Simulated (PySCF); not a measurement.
Si(Cl)(Br)(Me)(NH2) (CH5BrClNSi), SMILES N[Si](C)(Cl)Br. The structure is a stationary point at PBE0-D3(BJ)/def2-SVP. Other conformers were not sampled.

Method: PySCF 2.14.0 with PBE0-D3(BJ)/def2-SVP.

Harmonic wavenumbers (cm⁻¹): 121, 152, 159, 197, 216, 226, 286, 397, 449, 545, 720, 756, 805, 875, 913, 1269, 1420, 1423, 1538, 3065, 3173, 3186, 3602, 3703. Rotational constants (GHz): 2.459, 1.226, 1.077; symmetry number 1.

Task: Work out the zero-point energy and the ideal-gas rigid-rotor harmonic-oscillator thermochemistry at 298.15 K and 1 atm.

Result: ZPE = ½ Σ hcν = ½ × 29196 cm⁻¹ = 174.63 kJ/mol. H − E(el) = 198.22 kJ/mol. Entropy in J/(mol K): translation 173.12, rotation 121.26, vibration 80.62, total 375.01. G − E(el) = 86.41 kJ/mol. Cp = 118.95 J/(mol K). Modes under 150 cm⁻¹ make the vibrational entropy uncertain.
